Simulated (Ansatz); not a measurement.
Isolated molecules relaxed with PBE0-D4/def2-TZVP in Ansatz; ΔE leaves out vibrations. CCSD(T)/CBS is the MP2 limit (def2-TZVPP, def2-QZVPP) plus CCSD(T) − MP2 in def2-TZVPP, frozen cores. This one scheme is used for every species. Functionals use def2-TZVPP. For Se outer-core shells are correlated without core-valence functions, which leaves a few kJ/mol of doubt a bond. Scalar relativity is left out up to krypton. One conformer a species, not always the lowest.

Reaction (formal exchange of groups at the Se–B bond): `[SiH3][Se]BCl` + CH₄ → `[SiH3][SeH]` + `CBCl`

CCSD(T)/CBS gives +70.8 kJ/mol.

Problem. Another level gave +65.7 kJ/mol. Which?
A. PBE0/def2-TZVPP
B. MP2/def2-TZVPP
C. HF/def2-TZVPP
D. SCS-MP2/def2-TZVPP

Solution. A. PBE0 65.7, SCS-MP2/def2-TZVPP 72.0, HF/def2-TZVPP 52.5, MP2/def2-TZVPP 77.2 kJ/mol.

Largest T1 diagnostic among the species: 0.012.

The D4 term adds +6.2 kJ/mol with B3LYP and +3.4 kJ/mol with PBE0; it sums over pairs of atoms, weighted by their polarisabilities, and B3LYP, whose exchange is more repulsive, gets the larger term. In def2-TZVPP, CCSD(T) changes the Hartree–Fock value by +17.4 kJ/mol (the triples alone add +4.4 kJ/mol) and MP2 by +24.7 kJ/mol.

B3LYP here is the variant with VWN-RPA as its local correlation; programs differ in this.
